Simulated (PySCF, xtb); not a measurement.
C2H7ClO2Si, SMILES O[Si@H](Cl)CCO.

GFN2-xTB in xtb 6.7.1 at its own geometry gives an orbital gap of 6.46 eV and a dipole moment of 1.89 D.

Geometry: PBE-D3(BJ)/def2-SVP. The structure was generated by enumeration; whether it is a known compound was not checked. Other conformers were not sampled.

Question: What does PBE/def2-TZVP in PySCF give? (The exact figures need the calculation; the answer reports its results.)

Answer: gap 5.99 eV (levels -6.45 and -0.46 eV), dipole 1.42 D.
